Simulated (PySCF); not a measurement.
## Molecular orbitals of ZnS

TPSS at R = 2.035 Å; basis Zn 6-31G(d,p), S 6-31G(d,p); no relativity; PySCF 2.14. State: ¹Σ⁺ (singlet), closed shell. Only the outer orbitals are listed, counted within each symmetry.

```
orbital  occ.  ε (eV)  on Zn (%)           main shells (%)
    10σ     2  -11.22         90                   87 Zn d
     4π     2  -11.08         98                   98 Zn d
     4π     2  -11.08         98                   98 Zn d
     1δ     2  -10.74        100                  100 Zn d
     1δ     2  -10.74        100                  100 Zn d
    11σ     2   -7.67         55           51 Zn s, 40 S p
     5π     2   -5.33         14           86 S p, 12 Zn p
     5π     2   -5.33         14           86 S p, 12 Zn p
    12σ     0   -4.47         71  36 Zn s, 33 Zn p, 28 S p
     6π     0   -0.89         91            90 Zn p, 9 S p
     6π     0   -0.89         91            90 Zn p, 9 S p
```

Problem. Which are the highest filled and the lowest empty level, where do they sit, and how wide is the gap?

Solution. Highest filled 5π at -5.33 eV (in %: 86 S p, 12 Zn p); lowest empty 12σ at -4.47 eV (in %: 36 Zn s, 33 Zn p, 28 S p); the gap at TPSS is 0.86 eV.

```
bond order (Mayer)                              : 1.90
⟨S²⟩                                            : 0.000
charge on Zn (Mulliken, basis-dependent)        : 0.40
charge on Zn (Löwdin, basis-dependent)          : 0.31
dipole moment (positive dipole means Zn(−)S(+)) : -5.58 D
```
